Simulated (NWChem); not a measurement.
VNH₃O₂Cl; SMILES [NH]=[V]([OH])([OH])[Cl]

```xyz
8

V      0.0859     0.2443     0.0000
N     -1.4237     0.7905     0.0000
H     -2.4192     0.9996     0.0000
Cl    -0.0187    -1.9578     0.0000
O      0.9089     0.8295     1.4391
H      0.4320     1.3114     2.1323
O      0.9089     0.8295    -1.4391
H      0.4320     1.3114    -2.1323
```
Atoms are numbered in this order, from 1.

Results from NWChem. Pople sets run with spherical d functions. STO-3G and 3-21G are far too small for this property and stand as cheap habits. Geometry: optimised at B3LYP/6-31G* (spherical d). Not confirmed as a minimum by frequencies. GIAO values for the isolated, static molecule; σ is the absolute isotropic shielding, δ = σ(reference) − σ with the isolated reference molecule computed at the same levels (1H: tetramethylsilane, 15N: ammonia, 17O: water).

```tsv
level	σ V1 (ppm)	δ N2 (ppm)	δ H3 (ppm)	σ Cl4 (ppm)	δ O5 (ppm)	δ H6 (ppm)
B3LYP/6-31G*	-1284.3	439.6	5.95	463.6	386.4	12.20
Hartree-Fock/6-31G*	-1967.4	631.9	0.46	646.9	412.5	13.43
Hartree-Fock/STO-3G	…	…	…	…	…	…
PBE/pcSseg-1	-1363.0	450.4	5.73	401.4	406.1	12.02
PBE0/pcSseg-1	-1515.3	516.9	5.35	435.4	432.7	12.82
```

Q: What belongs in the gaps?

A: 
- Hartree-Fock/STO-3G, σ V1 (ppm): 602.3
- Hartree-Fock/STO-3G, δ N2 (ppm): 227.1
- Hartree-Fock/STO-3G, δ H3 (ppm): 4.20
- Hartree-Fock/STO-3G, σ Cl4 (ppm): 1112.1
- Hartree-Fock/STO-3G, δ O5 (ppm): 135.9
- Hartree-Fock/STO-3G, δ H6 (ppm): 7.92
